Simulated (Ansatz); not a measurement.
`OC1=[C]([AlH2])[SiH2]N1`, charge 0, multiplicity 1.

Task: Give a relaxed structure at PBE0-D4/def2-TZVP (the Gaussian-basis code of Ansatz). (An estimate is asked.)

Result: Computed: 
Cartesian coordinates in Å:
```
O -0.359 -1.484 -1.376
C 0.043 -0.836 -0.289
C -0.082 0.508 0.061
Al -0.909 1.798 -1.014
Si 0.798 -0.002 1.589
N 0.688 -1.530 0.686
H -0.795 -0.843 -1.959
H -1.468 1.192 -2.396
H -1.085 3.335 -0.680
H 2.200 0.425 1.831
H 0.083 -0.049 2.890
H 0.887 -2.513 0.655
```
Point group Cs.
This is one stationary point; other conformers may exist.
